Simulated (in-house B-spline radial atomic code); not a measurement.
Configurations of Rb6+, with energies counted from [Ar] 3d10 4s2 4p1. Method: Dirac-Hartree-Fock, average of configuration, Fermi nucleus of rms radius 4.2036 fm. Calculated with an all-electron radial atomic-structure program (B-spline basis). Energies include first-order Breit, QED and recoil terms.

Occupations are held fixed; configurations that lie above the ionisation limit could autoionise.

| configuration | E - E(ref) (eV) | highest orbital | its <r> (bohr) |
| --- | --- | --- | --- |
| [Ar] 3d10 4s2 5d1 | 59.509 | 5d5/2 | 3.41 |
| [Ar] 3d10 4s2 7d1 | 80.054 | 7d5/2 | 7.911 |
| [Ar] 3d10 4s1 4p1 7d1 | 97.776 | 7d5/2 | 7.897 |
| [Ar] 3d10 4s1 4p1 8f1 | 104.23 | 8f5/2 | 12.36 |
| [Ar] 3d10 4s1 4p1 8g1 | 104.56 | 8g9/2 | 12.22 |
| [Ar] 3d9 4s2 4p1 7s1 | 187.34 | 7s1/2 | 6.406 |
| [Ar] 3d9 4s2 4p1 6g1 | 191.14 | 6g9/2 | 6.227 |
| [Ar] 3d9 4s2 4p1 8f1 | 198.88 | 8f5/2 | 12.24 |

Q: Order these further configurations by energy, lowest first.
A. [Ar] 3d10 4s2 7p1
B. [Ar] 3d10 4s2 7f1
C. [Ar] 3d10 4s1 4p1 5g1
D. [Ar] 3d9 4s2 4p1 5s1
E. [Ar] 3d9 4s2 4p2

A: A (77 eV), B (83.155 eV), C (88.264 eV), E (108.63 eV), D (152.82 eV).

Q: How far above the reference does [Ar] 3d10 4s2 7s1 lie?

A: 75.099 eV; its least bound orbital is 7s1/2 with <r> = 6.477 bohr.

Q: How far above the reference does [Ar] 3d10 4s1 4p1 5f1 lie?

A: 87.022 eV; its least bound orbital is 5f5/2 with <r> = 4.193 bohr.

Q: How far above the reference does [Ar] 3d10 4s2 8s1 lie?

A: 81.43 eV; its least bound orbital is 8s1/2 with <r> = 9.047 bohr.
